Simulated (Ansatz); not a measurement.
A nudged elastic band was laid between two geometries of CH₄MgO₂ (8 atoms, charge 0, multiplicity 1).

Computed with RKS PBE-D4/def2-SVP in Ansatz 0.2.0.

- movable images: 9
- climbing image: yes
- spring: 5.0 eV/Å²
- optimiser: quadratic models (default)
- start path: IDPP
- force threshold: 0.2 eV/Å
- iteration limit: 60
- end points: relaxed

Initial state:

```xyz
8
Properties=species:S:1:pos:R:3
C 0.066 1.606 -0.684
O 0.039 0.331 -0.149
Mg 0.028 -1.312 0.542
O 0.138 -2.965 1.239
H 1.108 1.992 -0.810
H -0.472 2.347 -0.042
H -0.414 1.652 -1.693
H -0.400 -3.707 1.540
```

Final state:

```xyz
8
Properties=species:S:1:pos:R:3
C 0.177 1.574 -0.736
O 0.036 0.333 -0.145
Mg -0.156 -1.260 0.632
O -0.409 -2.813 1.502
H 1.249 1.853 -0.887
H -0.281 2.391 -0.124
H -0.309 1.622 -1.743
H -0.215 -3.757 1.446
```

What changes between the two ends?

No bond is made or broken.  The two ends are copies of one structure, up to a mirror image or an exchange of like atoms.

What energy profile does the band end with?

The forces met the threshold. The highest image is number 5 of 0 to 10, 0.005 eV above the ends, which have the same energy within 2 meV. The threshold of 0.2 eV/Å is loose, so the images may lie well off the minimum-energy path. The top lies less than 8 meV above the higher end, about what the thresholds resolve: the motion is nearly free. Another band between the same ends (9 images) ends at a top of the same energy, where a vibrational analysis finds 2 clearly imaginary modes.

| image | path coordinate (Å) | energy (eV) |
| --- | --- | --- |
| 0 | 0.00 | 0.000 |
| 1 | 0.07 | 0.001 |
| 2 | 0.14 | 0.003 |
| 3 | 0.20 | 0.004 |
| 4 | 0.27 | 0.005 |
| 5 | 0.34 | 0.005 |
| 6 | 0.41 | 0.005 |
| 7 | 0.48 | 0.004 |
| 8 | 0.55 | 0.003 |
| 9 | 0.61 | 0.001 |
| 10 | 0.68 | 0.000 |

What is the geometry of the highest image?


```xyz
8
Properties=species:S:1:pos:R:3:forces:R:3
C 0.130 1.596 -0.719 0.00 0.00 0.00
O 0.040 0.338 -0.152 0.00 0.00 0.00
Mg -0.069 -1.279 0.587 -0.01 0.01 -0.02
O -0.138 -2.865 1.387 0.02 0.00 0.04
H 1.191 1.923 -0.860 0.00 0.00 0.00
H -0.363 2.380 -0.093 0.00 0.00 0.00
H -0.354 1.643 -1.726 0.00 0.00 0.00
H -0.345 -3.794 1.520 -0.01 -0.01 -0.02
```

The run took 97 s on 1 thread of AMD EPYC (Zen 3), with other jobs on the host, peak memory 0.15 GiB.
